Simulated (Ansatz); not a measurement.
Mulliken charges of CH₅Al₂F, SMILES `[CH3][AlH][AlH][F]` from r2SCAN/def2-TZVPP in Ansatz (PBE0-D4/def2-TZVP geometry).

```csv
atom,x (Å),y (Å),z (Å),charge (e)
C1,-0.302,0.946,-1.465,-0.376
Al2,-0.306,-0.652,-0.334,0.322
Al3,0.569,-0.684,2.113,0.567
F4,2.198,-0.955,2.295,-0.369
H5,0.163,0.727,-2.433,0.072
H6,-1.335,1.243,-1.682,0.067
H7,0.208,1.806,-1.028,0.069
H8,-0.899,-1.992,-0.972,-0.177
H9,-0.208,-0.485,3.489,-0.175
```

Q: By hand: the dipole of these point charges (1 e Å = 4.8032 D).

A: Σ q r = (-0.341, 0.097, -0.003) e Å, of length 0.355 e Å = 1.71 D.

Q: How does the dipole of the full density compare? (An estimate is asked.)

A: The calculation gave: (-0.280, 0.185, -0.231) e Å, 1.96 D; the point charges give 0.87 times that, at 38° from its direction.

Point charges leave out the atoms' own dipoles, such as those of lone pairs, and Mulliken's split depends on the basis, so the two needn't agree.
